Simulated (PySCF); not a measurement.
**Dipole moment and polarisability of `C=C/C=C\CC=C`**

Compound: C₇H₁₀.
Cartesian coordinates in Å at the PBE0-D3(BJ)/def2-SVP level; atoms count from 1:
```
atom  x, y, z in Å
C1    -3.4146   -0.2617    0.5046
C2    -2.0942   -0.3554    0.2888
C3    -1.2989    0.6951   -0.3241
C4     0.0236    0.6635   -0.5716
C5     0.9829   -0.4467   -0.2596
C6     1.9847   -0.0320    0.7799
C7     3.2989    0.0729    0.5816
H8    -3.9759    0.6346    0.2218
H9    -3.9767   -1.0747    0.9697
H10   -1.5780   -1.2728    0.5914
H11   -1.8487    1.5997   -0.6089
H12    0.4780    1.5500   -1.0283
H13    0.4410   -1.3408    0.0883
H14    1.5176   -0.7378   -1.1803
H15    1.5682    0.2196    1.7634
H16    3.9733    0.3918    1.3807
H17    3.7507   -0.1611   -0.3883
```

Level: CAM-B3LYP/def2-SVPD (PySCF), static field, nuclei fixed, core orbitals frozen in the response. The polarisability tensor in these axes (au):

```
x   149.71   4.39  -8.67
y     4.39  68.69  -3.67
z    -8.67  -3.67  67.53
```

Task: Diagonalise the tensor; give its mean and Δα, where Δα² is half the sum of the squared differences of the eigenvalues.

Result: Principal values 64.21, 70.83 and 150.89 au; mean 95.31 au = 14.12 Å³ = 15.71 × 10⁻⁴⁰ C²·m²/J; Δα = 83.57 au (88 % of the mean).

Task: What is the dipole moment?

Result: 0.16 D at this geometry.

Task: Give the principal axes and the span of the nuclei along them.

Result: Largest value along (0.99, 0.06, -0.11), where the nuclei span 7.93 Å; middle along (-0.11, 0.80, -0.60), 3.03 Å; least along (0.05, 0.60, 0.80), 2.92 Å. 

Task: Orientational against electronic polarisability at 250 K (dilute gas, rigid molecules)?

Result: In Gaussian units μ²/3kT = 0.25 Å³ against 14.12 Å³, a ratio of 0.02; the Debye molar polarisation (4π/3)N_A(α + μ²/3kT) is 36.3 cm³/mol, leaving out the vibrational part.

Task: Rayleigh depolarisation ratio (linearly polarised light, static tensor)?

Result: ρ = 3Δα²/(45ᾱ² + 4Δα²) = 20952.5/(408781 + 27936.6) = 0.048.

Task: Refractivity n − 1 of an ideal gas of it at 400 K and 1 atm, from the electronic α?

Result: N = p/kT = 1.8347 × 10¹⁹ cm⁻³, so n − 1 = 2π × N × 14.12 × 10⁻²⁴ cm³ = 1628 × 10⁻⁶ at long wavelengths.

Isolated species at its PBE0-D3(BJ)/def2-SVP geometry (one conformer only).
